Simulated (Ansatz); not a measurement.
Clusters of 3 atoms, IV-VI: PBE0-D4/def2-TZVP single points in Ansatz on relaxed structures, gas phase. Each cluster is the lowest isomer that a short search found in that spin, judged at the geometry's level, and lower ones may exist. Core potentials for Pb, Sn, Te, no spin–orbit coupling. HOMO and LUMO are taken over both spins. Singlets are spin-restricted. The structures are stationary points that may keep the symmetry of their start.

(1) Estimate the order by LUMO (eV), lowest first.
A. SiSe2 (singlet)
B. SnS2 (singlet)
C. PbSe2⁺ (doublet)
D. Pb2S⁺ (doublet)
E. SnTe2⁺ (doublet)
F. Ge2O⁺ (doublet)
G. GeO2 (singlet)

(1) C (-8.91), E (-8.75), F (-8.16), D (-7.95), G (-3.03), B (-2.88), A (-2.46).

In full:

| species | atoms | state | geometry | HOMO (eV) | LUMO (eV) | gap (eV) | lowest of the spins relaxed | point group (within 0.1 Å) |
| --- | --- | --- | --- | --- | --- | --- | --- | --- |
| SiSe2 | 3 | singlet | PBE-D4/def2-TZVP | -7.60 | -2.46 | 5.14 | singlet, of singlet/triplet/quintet | D∞h |
| GeO2 | 3 | singlet | PBE0-D4/def2-TZVP | -9.39 | -3.03 | 6.36 | singlet, of singlet/triplet/quintet | D∞h |
| PbSe2⁺ | 3 | doublet | r2SCAN-D4/def2-TZVP | -11.87 | -8.91 | 2.96 | doublet, of doublet/quartet | C2v |
| Sn2Te | 3 | singlet | r2SCAN-D4/def2-SVP | -5.29 | -3.05 | 2.24 | singlet, of singlet/triplet/quintet | C2v |
| Ge2O⁺ | 3 | doublet | PBE0-D4/def2-TZVP | -9.87 | -8.16 | 1.71 | doublet, of doublet/quartet | D∞h |
| Pb2S⁺ | 3 | doublet | PBE-D4/def2-TZVP | -10.20 | -7.95 | 2.25 | doublet, of doublet/quartet | C2v |
| SnS2 | 3 | singlet | r2SCAN-D4/def2-TZVP | -5.97 | -2.88 | 3.09 | singlet, of singlet/triplet/quintet | C2v |
| SnTe2⁺ | 3 | doublet | PBE0-D4/def2-SVP | -11.32 | -8.75 | 2.57 | doublet, of doublet/quartet | C2v |

The gap (eV) runs from 1.71 (Ge2O⁺) to 6.36 (GeO2).
